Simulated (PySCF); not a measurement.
C4H10O (SMILES CCCCO), singlet, at a GFN2-xTB geometry; CCSD/STO-3G (PySCF).

The PySCF input:
```python
from pyscf import gto, scf, cc

mol = gto.M(
    atom='''
C    -2.509527   -0.112710    0.133814
C    -1.182413   -0.055656   -0.612560
C     0.000062    0.001321    0.349161
C     1.334924    0.058770   -0.385253
O     2.370656    0.109114    0.573171
H    -2.551461   -0.994627    0.768849
H    -3.340932   -0.152860   -0.566055
H    -2.630918    0.766607    0.762201
H    -1.166251    0.825204   -1.258767
H    -1.086781   -0.936324   -1.252118
H    -0.078887    0.881797    0.988774
H     0.000498   -0.877845    0.995415
H     1.365873    0.949229   -1.031033
H     1.446147   -0.830124   -1.024318
H     3.219183    0.145687    0.120714
''',
    basis='sto-3g',
    charge=0,
    spin=0,
    verbose=4,
)

mf = scf.RHF(mol)
mf.kernel()

mycc = cc.CCSD(mf)
mycc.kernel()
print('E(CCSD) = %.10f' % mycc.e_tot)
```

Task: Write the output that PySCF gives for this input, abridged.

Result: 
```
PySCF version 2.14.0

[INPUT] verbose = 4
[INPUT] num. atoms = 15
[INPUT] num. electrons = 42
[INPUT] charge = 0
[INPUT] spin (= nelec alpha-beta = 2S) = 0
[INPUT] symmetry False subgroup None
[INPUT] Mole.unit = angstrom
[INPUT] Symbol           X                Y                Z      unit          X                Y                Z       unit  Magmom
[INPUT]  1 C     -2.509527000000  -0.112710000000   0.133814000000 AA   -4.742318732201  -0.212991031500   0.252871811633 Bohr   0.0
[INPUT]  2 C     -1.182413000000  -0.055656000000  -0.612560000000 AA   -2.234436736125  -0.105174597189  -1.157570634864 Bohr   0.0
[INPUT]  3 C      0.000062000000   0.001321000000   0.349161000000 AA    0.000117163020   0.002496328211   0.659818663379 Bohr   0.0
[INPUT]  4 C      1.334924000000   0.058770000000  -0.385253000000 AA    2.522640757109   0.111059204341  -0.728022658667 Bohr   0.0
[INPUT]  5 O      2.370656000000   0.109114000000   0.573171000000 AA    4.479890575557   0.206195576356   1.083136212543 Bohr   0.0
[INPUT]  6 H     -2.551461000000  -0.994627000000   0.768849000000 AA   -4.821562507509  -1.879572626098   1.452914041146 Bohr   0.0
[INPUT]  7 H     -3.340932000000  -0.152860000000  -0.566055000000 AA   -6.313446480795  -0.288863535401  -1.069688921441 Bohr   0.0
[INPUT]  8 H     -2.630918000000   0.766607000000   0.762201000000 AA   -4.971714476188   1.448677275174   1.440351141870 Bohr   0.0
[INPUT]  9 H     -1.166251000000   0.825204000000  -1.258767000000 AA   -2.203894982500   1.559409556896  -2.378724884640 Bohr   0.0
[INPUT] 10 H     -1.086781000000  -0.936324000000  -1.252118000000 AA   -2.053718447381  -1.769395923857  -2.366160095638 Bohr   0.0
[INPUT] 11 H     -0.078887000000   0.881797000000   0.988774000000 AA   -0.149074824789   1.666354827463   1.868512059091 Bohr   0.0
[INPUT] 12 H      0.000498000000  -0.877845000000   0.995415000000 AA    0.000941083610  -1.658886629819   1.881061730284 Bohr   0.0
[INPUT] 13 H      1.365873000000   0.949229000000  -1.031033000000 AA    2.581125890938   1.793782839495  -1.948369995389 Bohr   0.0
[INPUT] 14 H      1.446147000000  -0.830124000000  -1.024318000000 AA    2.732821765861  -1.568707009428  -1.935680484462 Bohr   0.0
[INPUT] 15 H      3.219183000000   0.145687000000   0.120714000000 AA    6.083374214856   0.275308529910   0.228116399401 Bohr   0.0

nuclear repulsion = 185.584965039089
number of shells = 25
number of NR pGTOs = 105
number of NR cGTOs = 35
basis = sto-3g
ecp = {}

******** <class 'pyscf.scf.hf.RHF'> ********
method = RHF
initial guess = minao
damping factor = 0
level_shift factor = 0
DIIS = <class 'pyscf.scf.diis.CDIIS'>
diis_start_cycle = 1
diis_space = 8
diis_damp = 0
SCF conv_tol = 1e-09
SCF conv_tol_grad = None
SCF max_cycles = 50
direct_scf = True
direct_scf_tol = 1e-13
Set gradient conv threshold to 3.16228e-05
Initial guess from minao.
init E= -230.004392662693
  HOMO = -0.301462773115557  LUMO = 0.369676045020312  gap/eV = 18.26262
cycle= 1 E= -229.216358323631  delta_E= 0.788  |g|= 0.438  |ddm|= 4.37
  HOMO = -0.236037273000718  LUMO = 0.565402156521476  gap/eV = 21.80828
cycle= 2 E= -229.286104369958  delta_E= -0.0697  |g|= 0.101  |ddm|= 0.712
  HOMO = -0.344951980725573  LUMO = 0.557397283764348  gap/eV = 24.55417
cycle= 3 E= -229.289390898111  delta_E= -0.00329  |g|= 0.0217  |ddm|= 0.145
  HOMO = -0.348023702172786  LUMO = 0.554643206180945  gap/eV = 24.56282
cycle= 4 E= -229.289618955157  delta_E= -0.000228  |g|= 0.0026  |ddm|= 0.0473
  HOMO = -0.34644123296736  LUMO = 0.555928580736626  gap/eV = 24.55473
cycle= 5 E= -229.289621904849  delta_E= -2.95e-06  |g|= 0.000574  |ddm|= 0.00465
  HOMO = -0.34668987167598  LUMO = 0.555829882152796  gap/eV = 24.55881
cycle= 6 E= -229.289622118761  delta_E= -2.14e-07  |g|= 9.13e-05  |ddm|= 0.0015
  HOMO = -0.346720917205525  LUMO = 0.555810200555838  gap/eV = 24.55912
cycle= 7 E= -229.289622123531  delta_E= -4.77e-09  |g|= 2.3e-05  |ddm|= 0.000201
  HOMO = -0.346725499164891  LUMO = 0.555812398444978  gap/eV = 24.55931
cycle= 8 E= -229.289622123851  delta_E= -3.21e-10  |g|= 3.9e-06  |ddm|= 5.6e-05
  HOMO = -0.346726013699436  LUMO = 0.555811756213529  gap/eV = 24.55930
Extra cycle  E= -229.28962212386  delta_E= -8.3e-12  |g|= 1.49e-06  |ddm|= 6.87e-06
converged SCF energy = -229.28962212386

******** <class 'pyscf.cc.ccsd.CCSD'> ********
CC2 = 0
CCSD nocc = 21, nmo = 35
max_cycle = 50
direct = 0
conv_tol = 1e-07
conv_tol_normt = 1e-05
diis_space = 6
diis_start_cycle = 0
diis_start_energy_diff = 1e+09
Init t2, MP2 energy = -229.529845401079  E_corr(MP2) -0.240223277219418
Init E_corr(CCSD) = -0.240223277220351
cycle = 1  E_corr(CCSD) = -0.293106449839185  dE = -0.0528831726  norm(t1,t2) = 0.0596566
cycle = 2  E_corr(CCSD) = -0.30918461902514  dE = -0.0160781692  norm(t1,t2) = 0.0213361
cycle = 3  E_corr(CCSD) = -0.318362026198218  dE = -0.00917740717  norm(t1,t2) = 0.00874984
cycle = 4  E_corr(CCSD) = -0.318648721026275  dE = -0.000286694828  norm(t1,t2) = 0.00133299
cycle = 5  E_corr(CCSD) = -0.318637749053902  dE = 1.09719724e-05  norm(t1,t2) = 0.000449748
cycle = 6  E_corr(CCSD) = -0.318636465857935  dE = 1.28319597e-06  norm(t1,t2) = 8.22868e-05
cycle = 7  E_corr(CCSD) = -0.318635213451504  dE = 1.25240643e-06  norm(t1,t2) = 2.68115e-05
cycle = 8  E_corr(CCSD) = -0.318635163775808  dE = 4.96756961e-08  norm(t1,t2) = 1.05629e-05
cycle = 9  E_corr(CCSD) = -0.318635025874725  dE = 1.37901083e-07  norm(t1,t2) = 3.48933e-06
cycle = 10  E_corr(CCSD) = -0.318635002451117  dE = 2.34236075e-08  norm(t1,t2) = 7.95851e-07
CCSD converged
E(CCSD) = -229.6082571263106  E_corr = -0.3186350024511174
E(CCSD) = -229.6082571263
```
